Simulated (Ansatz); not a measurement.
```xyz
8

H    -0.9172   -0.9527   -0.8077
Li   -1.0413   -1.0167    1.0826
Li   -0.8339    0.8014   -0.8226
H    -1.0944    0.9456    0.9633
Li    0.7655   -0.9155   -0.9712
H     0.8732   -0.9878    0.9570
H     1.0590    0.9653   -0.8498
Li    0.9711    0.9724    0.9563
```

Basis set: cc-pVDZ (spherical functions). All electrons are correlated. Charge 0, multiplicity 1.

Computed with Ansatz (development build ahead of 0.2.0); each method stands on the lowest determinant of its kind that the runs found. Restricted open shells among the atoms or ions are ROHF, correlated in semicanonical orbitals with singles.

Give the atomization energy at this shape (free ground-state atoms in the same class of orbitals less the molecule, no zero-point energy) of singlet Li4H4 by RHF-MP2, RHF.

| method | atomization energy |
| --- | --- |
| RHF-MP2 | 14.14 eV |
| RHF | 11.17 eV |

Caution: the shape is not the minimum.
